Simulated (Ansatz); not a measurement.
Molecule: IrH, charge 0, multiplicity 3. The spin state was set by rule; other spins were not relaxed. 
Structure (B3LYP-D3(BJ)/def2-TZVP (Ansatz, an electronic-structure program) minimum search):
SMILES: [IrH]
```xyz
2

Ir     0.0000     0.0000    -0.0200
H      0.0000     0.0000     1.5390
```
Charge 0, spin multiplicity 3.

Wanted: vertical ionisation energy (to the quartet state of charge +1; each state is the SCF solution reached for its spin), in eV. Cores are frozen in the correlated levels unless marked. Open shells are spin-unrestricted. Spin-orbit coupling is left out. Frozen are the shells of the preceding noble gas and the d and f shells that filled before the atom's block. Past Kr the def2 sets carry scalar-relativistic core potentials. CBS(X,Y): correlation extrapolated as X^-3; Hartree-Fock from the larger set.

```
level                                 program  vertical ionisation energy (eV)
------------------------------------  -------  -------------------------------
r2SCAN/def2-TZVPD                      Ansatz                             8.75
B3LYP/def2-TZVPD                       Ansatz                             8.97
PBE0/def2-TZVPD                        Ansatz                             8.77
BHLYP/def2-TZVPD                       Ansatz                             8.55
CAM-B3LYP/def2-TZVPD                   Ansatz                             8.85
wB97M-V/def2-TZVPD                     Ansatz                             8.73
wB97X-V/def2-TZVPD                     Ansatz                             8.76
CCSD/def2-SVPD                         Ansatz                             8.27
CCSD/def2-TZVPPD                       Ansatz                             8.47
CCSD/def2-QZVPPD                       Ansatz                             8.54
CCSD/CBS(def2-TZVPPD,def2-QZVPPD)      Ansatz                             8.60
CCSD(T)/def2-SVPD                      Ansatz                             8.33
CCSD(T)/def2-TZVPPD                    Ansatz                             8.59
CCSD(T)/def2-QZVPPD                    Ansatz                             8.70
CCSD(T)/CBS(def2-TZVPPD,def2-QZVPPD)   Ansatz                             8.78
```
